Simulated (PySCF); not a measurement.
**Where the electron goes**

C2H9NSi3.
Cartesian coordinates in Å at the GFN2-xTB level; atoms count from 1:
```
atom  x, y, z in Å
C1     3.0480   -1.1470    0.3118
C2     2.2543   -0.2510    0.1980
Si3    0.9881    1.0948    0.0471
N4    -0.6117    0.3936   -0.0488
Si5   -1.2448   -0.4173    1.3593
Si6   -1.3910    0.1299   -1.5855
H7     3.7488   -1.9269    0.4075
H8     1.0434    1.9343    1.2476
H9     1.2295    1.8499   -1.1823
H10   -0.7552   -1.7987    1.4142
H11   -2.7029   -0.3966    1.2581
H12   -0.7951    0.3265    2.5350
H13   -1.0373   -1.1873   -2.1258
H14   -2.8344    0.2163   -1.3677
H15   -0.9441    1.1873   -2.4905
```

Method: TDDFT PBE0/def2-SVPD, vertical, gas phase, core orbitals frozen in the response (PySCF 2.14.0, density-fitted response routines).

Frontier orbitals with the atoms that hold most of them (Löwdin shares over 4%, at most four atoms; ? is withheld):

```csv
orbital,ε (eV),atoms
LUMO+2,0.47,"C1 15%, C2 14%, Si3 14%, Si6 13%"
LUMO+1,-0.13,"C1 27%, C2 25%, Si3 18%, H7 6%"
LUMO,-0.60,?
HOMO,-7.65,?
HOMO-1,-8.34,"C2 40%, C1 40%, Si3 8%"
HOMO-2,-8.50,"C2 41%, C1 39%, Si3 6%"
HOMO-3,-9.45,"Si6 21%, Si5 20%, H15 13%, H12 12%"
```

Give the leading atoms of the HOMO.

N4 (bonded to 3 Si) 50%; Si6 (bonded to N and 3 H) 9%; Si5 (bonded to N and 3 H) 8%; H13 (bonded to Si) 6%. By element: nitrogen 50%, silicon 18% or more, hydrogen 6% or more.

Which atoms hold the LUMO, and with what shares?

Si3 (bonded to C, N and 2 H) 18%; C1 (bonded to C and H) 16%; C2 (bonded to C and Si) 15%; Si6 (bonded to N and 3 H) 9%. By element: carbon 31%, silicon 27% or more.

The HOMO–LUMO gap is 7.04 eV. Where does the response calculation put the lowest singlet, and from which orbitals?

S1 is at 5.79 eV (f = 0.012), 1.26 eV below the gap, made of HOMO→LUMO (96%). Without the coupling terms of the response equations the lowest excitation would equal the gap.

Next come S2 at 6.01 eV (f 0.0001), HOMO-1→LUMO (66%), HOMO-2→LUMO+1 (11%); S3 at 6.22 eV (f 0.0029), HOMO→LUMO+1 (61%), HOMO-2→LUMO+1 (19%), HOMO-1→LUMO (16%); S4 at 6.34 eV (f 0.0027), HOMO-2→LUMO (49%), HOMO-1→LUMO+1 (39%); S5 at 6.59 eV (f 0.0023), HOMO-2→LUMO+1 (63%), HOMO→LUMO+1 (30%).

One conformer stands for the species.
